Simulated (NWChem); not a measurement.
System: CH₆OSi₂; SMILES [SiH2]1[SiH2]CO1

```xyz
10

C      1.3614     0.4903     0.0000
O      1.0611    -0.9361     0.0000
Si    -0.6249    -1.0759     0.0000
Si    -0.4309     1.2508     0.0000
H      1.9585     0.7348     0.8864
H      1.9585     0.7348    -0.8864
H     -1.1507    -1.7889    -1.2000
H     -1.1507    -1.7889     1.2000
H     -0.7847     2.0477     1.2085
H     -0.7847     2.0477    -1.2085
```
Atoms are numbered in this order, from 1.

Level: B3LYP/6-31G* (spherical d) (NWChem), optimised geometry, unscaled harmonic frequencies. B3LYP is NWChem's, with the RPA form of VWN correlation.

```csv
frequency (cm⁻¹),IR intensity (km/mol)
98,4.8
345,15.1
419,9.6
445,0.4
484,0.7
606,1.1
639,8.4
679,25.8
720,115.8
765,8.9
846,13.4
859,201.9
953,112.9
992,253.7
1016,14.4
1211,0.4
1291,8.4
1512,0.9
2220,235.8
2226,90.0
2229,63.9
2242,235.2
3050,44.3
3096,24.9
```

- zero-point energy: 41.4 kcal/mol
- thermal correction to the enthalpy at 298.15 K (with zero-point energy): 45.5 kcal/mol
- heat capacity Cv: 20.7 cal/(mol K)
- entropy at 298.15 K and 1 atm (symmetry number 1): 74.6 cal/(mol K)
- dipole moment: 1.48 D

Rigid rotor and harmonic oscillator; modes under 100 cm⁻¹ make the entropy uncertain.
